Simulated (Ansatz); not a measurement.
Mulliken charges of BCl$_{2}$O (`[O]B(Cl)Cl`) radical from r2SCAN/def2-TZVPP in Ansatz (PBE0-D4/def2-TZVP geometry).

| atom | x (Å) | y (Å) | z (Å) | charge (e) |
| --- | --- | --- | --- | --- |
| O1 | 0.159 | -1.173 | -0.780 | -0.133 |
| B2 | 0.021 | -0.076 | -0.046 | 0.316 |
| Cl3 | -1.514 | 0.188 | 0.738 | -0.091 |
| Cl4 | 1.389 | 1.001 | 0.068 | -0.091 |

Task: By hand: the dipole of these point charges (1 e Å = 4.8032 D).

Result: Σ q r = (-0.003, 0.024, 0.016) e Å, of length 0.029 e Å = 0.14 D.

Task: How does the dipole of the full density compare? (Best estimate.)

Result: Computed: (-0.018, 0.147, 0.098) e Å, 0.85 D; the point charges give 0.16 times that, at 0° from its direction.

Point charges leave out the atoms' own dipoles, such as those of lone pairs, and Mulliken's split depends on the basis, so the two needn't agree.
